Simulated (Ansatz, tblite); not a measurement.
Forces on the cluster SiTe₂ at its r2SCAN-D4/def2-TZVP geometry. Total charge 0; singlet.

In the def2 sets Te takes a core potential; there is no spin–orbit coupling. The xTB rows come from tblite. The structure comes from a short search, and lower isomers may exist.

GFN1-xTB (tblite), largest force 0.40 eV/Å:

```xyz
3
positions Å, forces eV/Å
Si   -0.237   -1.354   -0.023    0.070    0.399    0.007
Te    0.677    0.601   -1.267   -0.081   -0.193    0.103
Te   -0.439    0.753    1.291    0.012   -0.206   -0.110
```

GFN2-xTB (tblite), largest force 0.37 eV/Å:

```
Si -0.064 -0.367 -0.006
Te 0.078 0.177 -0.102
Te -0.014 0.190 0.108
```

r2SCAN-D4/def2-TZVP (Ansatz), largest force 0.00 eV/Å:

```
Si 0.000 -0.001 0.000
Te 0.001 0.000 -0.002
Te -0.001 0.001 0.002
```
